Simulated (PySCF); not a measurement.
One of the candidates below gave these computed data.

All candidates are C5H15NOSi2.

| technique | computed result |
| --- | --- |
| Dipole | 2.09 D [PBE0/pcSseg-1] |
| 1H NMR | chemical shifts (computed TMS as zero) by class: 7.83 (1 H), 4.54 (1 H), 4.47 (1 H), 4.18 (1 H), 3.67 (1 H), 3.61 (3 H), 3.28 (3 H), 2.95 (1 H), 0.37 (3 H) ppm [GIAO PBE0/pcSseg-1] |
| NMR, other nuclei | isotropic shieldings of nuclei other than C and H, by class: -119 (1 N), 320 (1 O), 393 (1 Si), 471 (1 Si) ppm [GIAO PBE0/pcSseg-1] |
| Rotational structure | rotational constants A, B, C: 2.465, 0.381, 0.347 GHz [GFN2-xTB] |
| 13C NMR | chemical shifts (computed TMS as zero) by class: 170.7 (1 C), 74.8 (1 C), 63.6 (1 C), 42.5 (1 C), -7.0 (1 C) ppm [GIAO PBE0/pcSseg-1] |

Electronic properties: PySCF, gas phase, density fitting. Levels stand in brackets. The structure is a single GFN2-xTB conformer in the gas phase; no vibrational or solvent corrections. Each NMR value is the plain mean over a class of atoms that symmetry, rotation or inversion makes alike.

Task: Which candidate is it?
A. `C/N=C\COC[Si@H](C)[SiH3]`
B. `C[Si@H](O[SiH3])N1CCCC1`
C. `CNC(=O)[C@@H]([SiH3])C[SiH2]C`
D. `CCO[Si@]1(C[SiH3])CCN1`

Result: A. It is `C/N=C\COC[Si@H](C)[SiH3]`. Numbering: `[CH3:1]/[N:2]=[CH:3]\[CH2:4][O:5][CH2:6][Si@H:7]([CH3:8])[SiH3:9]`. Its formula, C5H15NOSi2, gives 1 degree of unsaturation: 0 rings and 1 π bond in the structure found. 5 carbons fall into 5 classes; from least to most shielded: imine carbon [C3] (170.7 ppm), sp3 carbon bound to oxygen [C4] (74.8 ppm), sp3 carbon bound to oxygen [C6] (63.6 ppm), N-methyl carbon [C1] (42.5 ppm), Si-methyl carbon [C8] (-7.0 ppm). Hydrogen classes from least to most shielded: 1 H on an imine carbon, C3 (7.83 ppm), 1 H on an sp3 carbon bound to oxygen, C4 (4.54 ppm), 1 H on an SiH silicon, Si7 (4.47 ppm), 1 H on an sp3 carbon bound to oxygen, C4 (4.18 ppm), 1 H on an sp3 carbon bound to oxygen, C6 (3.67 ppm), 3 H on an N-methyl carbon, C1 (3.61 ppm, a mean of values up to 0.5 ppm apart in this geometry), 3 H on an SiH3 silicon, Si9 (3.28 ppm), 1 H on an sp3 carbon bound to oxygen, C6 (2.95 ppm), 3 H on an Si-methyl carbon, C8 (0.37 ppm, a mean of values up to 0.9 ppm apart in this geometry). The other shieldings belong to: -119 ppm, imine nitrogen [N2]; 320 ppm, ether oxygen [O5]; 393 ppm, SiH silicon [Si7]; 471 ppm, SiH3 silicon [Si9]. The optimised geometry has point group C1 and is an asymmetric top.

The others, at the same levels:
- `CNC(=O)[C@@H]([SiH3])C[SiH2]C` fails: its computed 13C shifts are 179.8 (1 C), 31.6 (1 C), 27.2 (1 C), 12.3 (1 C), -7.8 (1 C) ppm, 1H shifts are 4.79 (1 H), 4.34 (1 H), 4.12 (1 H), 4.00 (3 H), 3.20 (3 H), 2.49 (1 H), 1.24 (1 H), 0.94 (1 H), 0.13 (3 H) ppm and rotational constant A is 1.181 GHz (against 2.465 GHz).
- `CCO[Si@]1(C[SiH3])CCN1` fails: its computed 13C shifts are 61.7 (1 C), 40.9 (1 C), 23.4 (1 C), 22.8 (1 C), -5.5 (1 C) ppm, 1H shifts are 4.14 (1 H), 4.05 (1 H), 3.99 (3 H), 3.45 (1 H), 3.36 (1 H), 1.59 (1 H), 1.27 (1 H), 1.20 (3 H), 0.86 (1 H), 0.05 (1 H), -0.10 (1 H) ppm and rotational constant A is 1.299 GHz (against 2.465 GHz).
- `C[Si@H](O[SiH3])N1CCCC1` fails: it has 3 carbon classes against 5; its computed 13C shifts are 49.1 (2 C), 30.6 (2 C), 0.3 (1 C) ppm, 1H shifts are 5.22 (1 H), 5.17 (3 H), 3.22 (2 H), 3.17 (2 H), 1.89 (2 H), 1.77 (2 H), 0.18 (3 H) ppm and rotational constant A is 1.771 GHz (against 2.465 GHz).

Each candidate is one conformer, not necessarily the lowest. Dipoles, sizes and rotational constants follow the conformer. The torsions of the flexible species, by atom-mapped SMILES:
- `[CH3:1]/[N:2]=[CH:3]\[CH2:4][O:5][CH2:6][Si@H:7]([CH3:8])[SiH3:9]`: N2–C3–C4–O5 -172°, C3–C4–O5–C6 75°, C4–O5–C6–Si7 -178°, O5–C6–Si7–C8 -56°
- `[CH3:1][NH:2][C:3](=[O:4])[C@@H:5]([SiH3:6])[CH2:7][SiH2:8][CH3:9]`: C1–N2–C3–O4 -2°, N2–C3–C5–Si6 -177°, C3–C5–C7–Si8 -60°, C5–C7–Si8–C9 50°
- `[CH3:1][CH2:2][O:3][Si@:4]1([CH2:5][SiH3:6])[CH2:7][CH2:8][NH:9]1`: C1–C2–O3–Si4 74°, C2–O3–Si4–C5 37°, O3–Si4–C5–Si6 -80°

The conformers of `C[Si@H](O[SiH3])N1CCCC1` aren't listed.
